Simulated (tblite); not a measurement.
A tight-binding relaxation on `C=CB1NBN([SiH3])BN1`.

Computed with GFN2-xTB geometry optimisation, gas phase (tblite 0.8.0). Start geometry: from a force field or distance geometry. The input is one job of a driver script: a line of settings, then coordinates in Å.

Command:
```bash
OMP_NUM_THREADS=1 python probes_run.py task.json out
```

Input:
```
{"job": {"kind": "relax", "xc": "GFN2-xTB", "basis": "xTB"}, "charge": 0, "multiplicity": 1}
C     -3.450500     0.043600    -0.227500
C     -2.367600     0.615300    -0.747600
B     -0.943200     0.059300    -0.335900
N     -0.449400    -1.312800    -0.615100
B      1.080800    -1.411700    -0.649700
N      1.892100    -0.580300     0.339500
Si     2.846200     0.663800    -0.541100
B      0.869600     0.129100     1.247000
N     -0.066200     1.051300     0.444000
H     -4.427000     0.472600    -0.538400
H     -3.445400    -0.778400     0.453500
H     -2.454800     1.455900    -1.436000
H     -0.766200    -2.038300     0.092700
H      1.599100    -2.449600    -0.956800
H      2.297700     0.914300    -1.878000
H      2.756200     1.938100     0.205500
H      4.246400     0.243700    -0.533800
H      0.282000    -0.606500     1.977500
H      0.490500     1.599800    -0.261900
```

Output:
```
step      E/eV     max force
  0    -642.05284    3.324
  1    -642.63269    2.406
  2    -643.21189    2.064
  3    -643.36789    1.266
  4    -643.58552    1.584
  5    -643.75703    2.010
  6    -643.90368    1.731
  7    -644.02826    0.999
  8    -644.12168    0.890
  9    -644.16559    0.793
... (169 lines left out)
179    -646.62489    0.012
180    -646.62491    0.016
181    -646.62494    0.016
182    -646.62497    0.019
183    -646.62501    0.021
184    -646.62505    0.021
185    -646.62508    0.016
186    -646.62510    0.015
187    -646.62511    0.014
188    -646.62513    0.010
```

«max force» is the largest atomic force in eV/Å.

Task: From which step on does the largest force stay under 0.1 eV/Å, and how much energy is left to gain from there?

Result: From step 159 (0.072 eV/Å), 2.5 meV above the end.

Main results: energy lowered by 105.4 kcal/mol over 188 steps; largest atomic force 0.010 eV/Å at the end.

Task: Give the final coordinates.

Result: 1.389 Å rms from the input after alignment:
```
atom  x, y, z in Å
C1    -3.6421   -0.6114   -0.4573
C2    -2.7796    0.3354   -0.1074
B3    -1.2163    0.2201   -0.1445
N4    -0.5273   -0.8960   -0.6878
B5     0.8805   -1.0033   -0.7089
N6     1.6760    0.0551   -0.1619
Si7    3.4218   -0.0538   -0.2117
B8     1.0160    1.1998    0.3880
N9    -0.3961    1.2540    0.3825
H10   -4.7126   -0.4802   -0.4025
H11   -3.3155   -1.5756   -0.8160
H12   -3.1965    1.2739    0.2479
H13   -1.0703   -1.6522   -1.0755
H14    1.3899   -1.9561   -1.1721
H15    3.8898    0.3134   -1.5566
H16    3.9720    0.8615    0.7889
H17    3.8095   -1.4300    0.1123
H18    1.6362    2.0889    0.8412
H19   -0.8450    2.0657    0.7796
```

Task: Estimate the wall time. Hardware: one thread of an Arm Neoverse V1, no GPU, shared host with 32 logical CPUs at a one-minute load of 30.

Result: About 1.7 s.
Labels such as C1 count atoms from 1, the log's own numbers from 0.
